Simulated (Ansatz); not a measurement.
Correlation energies of C2H5BN2O (`N#CCB(N)O`) by basis set

```xyz
11

N     0.6096    2.3927   -1.3701
C     0.0059    1.7004   -0.6769
C    -0.6964    0.7712    0.1784
B     0.0086   -0.6657    0.2577
N     1.1777   -0.9280   -0.4512
O    -0.5370   -1.6585    1.0299
H    -0.7699    1.2018    1.1833
H    -1.7225    0.6588   -0.1889
H     1.6378   -1.8210   -0.4174
H     1.6255   -0.2422   -1.0338
H    -1.3393   -1.4094    1.4890
```

The species carries charge 0 and has multiplicity 1. All single points use the PBE0-D4/def2-TZVP geometry. It is one conformer, not always the lowest. Frozen core, restricted reference, Ansatz 0.2.0. CBS rows extrapolate triple and quadruple zeta; past MP2 they add the triple-zeta difference.

| basis | HF (Eh) | MP2 corr. | CCSD corr. | (T) | CCSD(T) total |
| --- | --- | --- | --- | --- | --- |
| def2-SVP | ? | ? | -0.88605 | -0.02876 | ? |
| def2-TZVPP | -287.32492 | -1.05134 | ? | -0.04691 | ? |
| def2-QZVPP | ? | -1.12555 | – | – | – |
| CBS(def2) | -287.33952 | -1.18053 | -1.20291 | as TZ | -288.58934 |

(1) Fill in the withheld values. (An estimate is asked.)

Results:

(1) Ansatz gave: def2-SVP HF (Eh): -286.98726; def2-SVP MP2 corr.: -0.85057; def2-SVP CCSD(T) total: -287.90207; def2-TZVPP CCSD corr.: -1.07372; def2-TZVPP CCSD(T) total: -288.44555; def2-QZVPP HF (Eh): -287.33776.
